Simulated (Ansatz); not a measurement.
Species: sum formula H3Si2OCl2, net charge 0, doublet state. It need not be the lowest isomer of its formula. 
Coordinates optimised at B3LYP-D3(BJ)/def2-TZVP (Ansatz, a first-principles code):
```
O
Si 1 1.6164
Si 1 1.6562 2 147.63
H 3 1.4757 1 107.25 2 -174.20
H 3 1.4776 4 110.49 1 118.97
H 3 1.4779 4 110.29 5 121.86
Cl 2 2.0660 1 108.96 3 -123.58
Cl 2 2.0746 1 109.26 3 -4.28
```
Charge 0, spin multiplicity 2.

Atomisation energy built up term by term with Ansatz (kcal/mol; UHF references for open shells; valence terms freeze the core; atomic spin-orbit terms are left out). Basis-set limits of correlation are two-point, X^-3; Hartree-Fock from the larger set.

```json
[
 {"term": "Hartree-Fock", "basis": "cc-pV(Q+d)Z", "kcal/mol": "477.60"},
 {"term": "CCSD correlation", "basis": "CBS(cc-pV(T+d)Z,cc-pV(Q+d)Z)", "kcal/mol": "150.64"},
 {"term": "(T)", "basis": "CBS(cc-pV(T+d)Z,cc-pV(Q+d)Z)", "kcal/mol": "11.79"},
 {"term": "core correlation", "basis": "cc-pwCVTZ", "kcal/mol": "0.17"},
 {"term": "scalar relativity (X2C)", "basis": "cc-pVTZ-DK against cc-pVTZ", "kcal/mol": "-2.07"},
 {"term": "sum: De", "basis": "", "kcal/mol": "638.1"}
]
```

(T) makes 1.8 % of the CCSD(T) atomisation energy; under 5 % is typical of single-reference molecules.
